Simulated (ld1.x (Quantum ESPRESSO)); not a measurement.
## Before and after: TM potential for Ga

Ga, norm-conserving Troullier–Martins (Kleinman–Bylander form), made with ld1.x (Quantum ESPRESSO) 7.5 (PBE, scalar-relativistic). Core [Ar] 3d10, reference 4s1.5 4p0 (charge +1.5). Waves: 4s (bound): rc 1.50 bohr; 4p (bound, empty): rc 1.60 bohr. Local part: all-electron potential smoothed inside 1.45 bohr (lloc = -1). Core correction: Bessel-smoothed model core, default radius (core density twice the valence density).

Change: local potential all-electron potential smoothed inside 1.50 bohr (lloc = -2).

Cutoffs: the cutoffs (Ry, on a coarse ladder) from which the occupation-weighted sum of valence levels, in a spherical-Bessel basis at the reference potential, stays within 10 and 1 mRy of its value at 400 Ry; they do not see the model core or the augmentation charge, which bear on the density cutoff. Errors are all-electron minus pseudo energies relative to the spin-unpolarised reference configuration.

Question: What does the change do?

Answer: The potential gets harder (15 Ry and 55 Ry → 25 Ry and 55 Ry); of the 7 tests that both files solve, the error grows in 3 and shrinks in 0 by more than 15 % and 0.3 meV (median size 25.2 → 27.6 meV); the range in which the s phases agree widens (upper end -0.9 → 0.5); neither file shows a bound ghost.

```csv
quantity,base,changed
"cutoff, loose",15 Ry,25 Ry
"cutoff, tight",55 Ry,55 Ry
bound ghosts,none,none
"error for 4s2 4p1, meV [ΔE -15.03 eV]",-42,-48
"error for 4s2 4p0, meV [ΔE -9.35 eV]",-16,-18
"error for 4s1 4p0, meV [ΔE 11.78 eV]",-25,-28
"error for 4s0 4p3, meV [ΔE -1.66 eV]",-7.6,-7.7
"error for 4s2 4p0.5, meV [ΔE -13.00 eV]",-31,-36
"error for 4s1 4p2, meV [ΔE -8.50 eV]",-11,-13
"error for 4s2 4p1.3, meV [ΔE -15.57 eV]",-44,-52
s: phases at 1.75 bohr within 0.05 rad from the reference energy up to (Ry; the scan ends near 5),-0.9,0.5
p: phases at 1.75 bohr within 0.05 rad from the reference energy up to (Ry; the scan ends near 5),0.0,0.1
```
